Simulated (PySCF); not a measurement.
**RuCl⁻: from constants to spectrum**

r²SCAN0 constants of RuCl⁻, ⁵Δ (quintet), unpaired electrons σ ↑, π ↑↑, δ ↑ (Ru def2-TZVPPD with ECP28, Cl def2-TZVPPD; scalar-relativistic core potentials (PySCF 2.14); masses 101.9043 and 34.9689 u):

```
ωe                       : 268.5 cm⁻¹
ωexe                     : 1.64 cm⁻¹
Be                       : 0.11466 cm⁻¹
αe                       : 0.000824 cm⁻¹
D (centrifugal)          : 8.37e-08 cm⁻¹
De to Ru (4d7 5s1) + Cl⁻ : 1.56 eV
```

Problem. Give the vibrational terms G(v) and spacings up to v = 6.

Solution. G(v) = ωe(v+½) − ωexe(v+½)².

| v | G(v) (cm⁻¹) | G(v) − G(v−1) | Bv (cm⁻¹) |
| --- | --- | --- | --- |
| 0 | 134 |  | 0.1142 |
| 1 | 399 | 265 | 0.1134 |
| 2 | 661 | 262 | 0.1126 |
| 3 | 920 | 259 | 0.1118 |
| 4 | 1175 | 255 | 0.1110 |
| 5 | 1427 | 252 | 0.1101 |
| 6 | 1676 | 249 | 0.1093 |

Problem. How well does the Morse estimate ωe²/(4ωexe) reproduce De, and what is D0?

Solution. It gives 1.36 eV, 87 % of the computed De. D0 = De − G(0) = 1.56 − 0.02 = 1.54 eV.

The metal atom is held in its measured ground configuration; semilocal functionals can put another filling of s and d lower by some tenths of an eV, and De to that atom would be smaller. These are scalar-relativistic numbers at best; spin–orbit coupling would shift them, the dissociation energy most. For an ion De counts to the pair picked by the measured ionisation energies or electron affinities, which need not be the lowest pair at this level. The state is the lowest single determinant that the PBE0 search found; with open d or f shells the true ground state can be another one.
